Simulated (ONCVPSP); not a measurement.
## titanium: ONCV pseudisation with PBE, scalar-relativistic reference atom.

ONCVPSP 4.0.1 input, shortened (lines: element, Z, core and valence counts, functional; n l f; lmax; l rc ep ncon nbas qcut; lloc lpopt rc5 dvloc0; l nproj debl; icmod fcfact rcfact), PBE, scalar-relativistic:

```
  Ti 22.00    3    3        4      upf
    1    0    2.00
    2    0    2.00
    2    1    6.00
    3    0    2.00
    3    1    6.00
    3    2    1.00
    2
    0    1.15    0.00    5    8    6.40
    1    1.60    0.00    5    8    7.20
    2    2.20    0.00    3    7    8.00
    4    5    0.90    6.00
    0    2    3.50
    1    2    1.10
    2    3    3.60
    0    0.00    0.00
```

In the p channel the program set the typed energies aside and used -2.606, 0.250 Ha.

Q: Estimate the cutoffs (Ha) at which the residual kinetic energy of the hardest occupied pseudo-wave falls to 1 and 0.1 mHa per electron.

A: 106 Ha and 127 Ha.

Q: What does a ghost test show?

A: No bound ghost flagged; no localised positive-energy state flagged.

Q: Which valence shell sets the plane-wave cutoff?

A: 3s: 106 Ha for 1 mHa per electron, against 22 Ha for 3d.

Q: Tests: 3s2 3p6 3d2 4s2; 3s2 3p6 3d2 4s1; 3s2 3p6 3d2; 3s1 3p6 3d2 4s2. Which has the largest error in its energy relative to the reference configuration, and how large is it?

A: 3s2 3p6 3d2, with +189 meV (all-electron minus pseudo) on -26.95 eV.
